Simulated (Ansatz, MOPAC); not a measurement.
Species: YH (charge 0, singlet). SMILES: [YH]

Atoms: Y1, H2. Bonds: Y1-H2.

Bond lengths (Å) and angles (degrees) optimised at PM7 with MOPAC; PBE/6-31G* with LANL2DZ past Ar with Ansatz (an electronic-structure program); B3LYP/6-31G* with LANL2DZ past Ar with Ansatz; MP2/6-31G* with LANL2DZ past Ar with Ansatz, each started from the B3LYP-D3(BJ)/def2-TZVP structure (Ansatz) of the last column. A row stands for all coordinates that are equal there. 6-31G* holds six Cartesian d functions.

| coordinate | PM7 | PBE/6-31G* with LANL2DZ past Ar | B3LYP/6-31G* with LANL2DZ past Ar | MP2/6-31G* with LANL2DZ past Ar | B3LYP-D3(BJ)/def2-TZVP |
|---|---|---|---|---|---|
| Y1-H2 | 1.841 | 1.898 | 1.896 | 1.941 | 1.918 |

Mean signed difference of all 1 bond lengths from B3LYP-D3(BJ)/def2-TZVP: PM7 -0.078 Å, PBE/6-31G* with LANL2DZ past Ar -0.020 Å, B3LYP/6-31G* with LANL2DZ past Ar -0.022 Å, MP2/6-31G* with LANL2DZ past Ar 0.023 Å.
